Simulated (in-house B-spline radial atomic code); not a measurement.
Settings and results of a run for Sn XVIII (Sn17+). Level of theory: scalar-relativistic (X2C) revTPSS, spin-polarised, spherical fractional occupations, Fermi nucleus of rms radius 4.6519 fm; calculated with a radial B-spline atomic code at the basis-set limit.

Command:
```bash
python run_scf.py task.json out
```
Settings (nuclear radius in fm, mass in u):
```
Z                50
configuration    [Ar] 3d10 4s2 4p3
hamiltonian      x2c
method           revtpss,revtpss
spin_polarised   True
nucleus          fermi
rms_radius       4.6519
atomic_mass      119.9022
speed_of_light   137.035999084
```

Output (hartree, bohr):
```
 radial grid: 62 intervals, B-splines of order 8, outer radius 5.8757 bohr

 iter        energy (Eh)    residual
    1       -6062.317224    7.90e-02
    2       -6062.320200    2.11e-03
    3       -6062.320221    8.19e-04
    4       -6062.320223    3.36e-04
    5       -6062.320223    6.78e-05
    6       -6062.320223    9.52e-06
    7       -6062.320223    2.76e-07

 total energy                     -6062.32022
 kinetic                            6390.4953
 electron-nucleus                 -14172.5011
 Hartree                            1869.9638
 exchange-correlation               -150.2782

 orbital      occ     eigenvalue          <r>       <r^2>       <1/r>       r_max
 1s up      1.000     -1081.8585    0.0284619  0.00110679     55.5151     0.01808
 1s down    1.000     -1081.8181    0.0284612  0.00110673     55.5162     0.01808
 2s up      1.000      -177.1631     0.124855    0.018442     12.5958      0.1059
 2s down    1.000      -177.1420     0.124849   0.0184392     12.5954      0.1059
 2p up      3.000      -160.7194     0.109231   0.0145783      11.707     0.08461
 2p down    3.000      -160.6791     0.109237    0.014579      11.706     0.08463
 3s up      1.000       -46.7119     0.336135     0.12921     4.44683       0.306
 3s down    1.000       -46.6790     0.336041    0.129071     4.44502      0.3062
 3p up      3.000       -41.3110     0.333858    0.129276     4.15965      0.2991
 3p down    3.000       -41.2668     0.333666    0.129044     4.15957      0.2993
 3d up      5.000       -33.0719     0.309389    0.113177     3.91702      0.2486
 3d down    5.000       -33.0194     0.308987    0.112777      3.9196      0.2487
 4s up      1.000       -18.7824      0.73553    0.606254     1.93866      0.7056
 4s down    1.000       -18.4226      0.73597    0.607819     1.94221      0.7043
 4p up      3.000       -16.9094     0.762089    0.654476     1.81531      0.7289
```

Cost of the run: 0.35 s on 1 thread of Arm Neoverse V1, with other jobs on the host.

One-electron X2C: radii and densities carry no picture-change correction, so inner-shell <1/r> comes out high (for 1s by about 2 % at Z = 33, 5 % at 54, 10 % at 75, 30 % at 118) and <r> low.
